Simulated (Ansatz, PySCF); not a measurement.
trichloro(fluoro)methane (CCl3F), SMILES ClC(F)(Cl)Cl. Atoms are numbered in the order given.

```xyz
5

F      0.0000     0.0000     1.5897
C      0.0000     0.0000     0.2566
Cl     1.4634     0.8449    -0.3113
Cl     0.0000    -1.6898    -0.3113
Cl    -1.4634     0.8449    -0.3113
```

The structure is a stationary point at B3LYP-D3(BJ)/def2-SVP.

Two levels are set side by side: PBE-D3(BJ)/def2-SVP (Ansatz, a quantum-chemistry and plane-wave program) and B3LYP-D3(BJ)/def2-SVP (Ansatz). Each level has its own optimised geometry; the coordinates shown are those of the second. Frequencies come from the Hessian of PySCF at each geometry. Differences are taken from unrounded values.

```tsv
quantity	B3LYP-D3(BJ)
mean bond length (Å)	1.670
bond F1–C2 (Å)	1.333
bond C2–Cl3 (Å)	1.783
bond C2–Cl4 (Å)	1.783
bond C2–Cl5 (Å)	1.783
highest harmonic wavenumber (cm⁻¹)	1143
mean harmonic wavenumber (cm⁻¹)	549
zero-point energy (kcal/mol)	7.06
```

Q: What does PBE-D3(BJ) give, and how far is it from B3LYP-D3(BJ)? (Estimate from the structure and the level; the computed values follow.)

A: 
```csv
quantity,PBE-D3(BJ),PBE-D3(BJ) minus B3LYP-D3(BJ)
mean bond length (Å),1.675,0.005
bond F1–C2 (Å),1.340,0.007
bond C2–Cl3 (Å),1.787,0.004
bond C2–Cl4 (Å),1.787,0.004
bond C2–Cl5 (Å),1.787,0.004
highest harmonic wavenumber (cm⁻¹),1108,-35
mean harmonic wavenumber (cm⁻¹),532,-17
zero-point energy (kcal/mol),6.84,-0.22
```
